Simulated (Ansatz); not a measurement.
Geometry optimisation, RKS B3LYP-D4/STO-3G in Ansatz 0.2.0.

Input:

```yaml
crystal:
  periodic: [false, false, false]
  atoms:
    - { symbol: Si, position_ang: [0.0, 0.0, 0.0] }
    - { symbol: H, position_ang: [0.0, 0.0, 1.46] }
    - { symbol: O, position_ang: [1.5842, 0.0, -0.5594] }
    - { symbol: H, position_ang: [1.9006, -0.9521, -0.6761] }
    - { symbol: O, position_ang: [-0.7913, 1.3709, -0.5594] }
    - { symbol: C, position_ang: [-2.1512, 1.4177, -0.9653] }
    - { symbol: H, position_ang: [-2.7687, 0.8215, -0.2614] }
    - { symbol: H, position_ang: [-2.5023, 2.4707, -0.9639] }
    - { symbol: H, position_ang: [-2.2473, 0.9975, -1.9882] }
    - { symbol: O, position_ang: [-0.7913, -1.3709, -0.5594] }
    - { symbol: C, position_ang: [-1.5365, -2.2685, 0.2501] }
    - { symbol: H, position_ang: [-1.2251, -2.1576, 1.3097] }
    - { symbol: H, position_ang: [-2.6187, -2.04, 0.1571] }
    - { symbol: H, position_ang: [-1.349, -3.3106, -0.083] }
basis:
  gaussian: { orbitals: STO-3G }
hamiltonian:
  xc: b3lyp
  dispersion: d4
relax:
  f_tol: 0.02
  max_steps: 40
output:
  orbitals: {}
```

Launched with:

```bash
$ ansatz run input.yaml --threads 1 --pin off --max-ram 2048MiB --backend cpu --events-out ev --progress --plain --runs-dir out
```

Where does it end, and by what steps?

The run converged. The force dipped under the threshold on the way, but the program's further checks kept it going. Limits of this set-up: minimal basis. After 34 steps the energy has fallen by 0.581 eV; H4 moved furthest, 0.93 Å.

```tsv
step	energy less start (eV)	largest force component (eV/Å)	accepted
0	0.0000	2.099	yes
2	-0.3830	0.493	yes
4	-0.4310	0.264	yes
6	-0.4758	0.461	yes
8	-0.5124	0.738	no
10	-0.4465	2.098	no
12	-0.5519	0.112	yes
14	-0.5656	0.106	yes
16	-0.5723	0.165	yes
18	-0.5767	0.081	yes
20	-0.5718	0.668	no
22	-0.5781	0.092	yes
24	-0.5789	0.034	yes
26	-0.5793	0.103	yes
28	-0.5799	0.006	yes
30	-0.5734	0.401	no
32	-0.5804	0.011	yes
34	-0.5814	0.018	yes
```

```xyz
14
Properties=species:S:1:pos:R:3
Si -0.049 -0.099 0.074
H -0.400 -0.024 1.481
O 1.644 -0.097 -0.022
H 1.850 -0.089 -1.023
O -0.563 1.256 -0.845
C -2.021 1.308 -0.942
H -2.524 1.444 0.043
H -2.284 2.182 -1.571
H -2.462 0.405 -1.421
O -0.693 -1.502 -0.683
C -1.563 -2.276 0.198
H -1.075 -2.591 1.149
H -2.503 -1.742 0.471
H -1.854 -3.197 -0.347
```

Run time: 2 min on 1 thread of Arm Neoverse V1, on a shared host, peak memory 0.13 GiB.
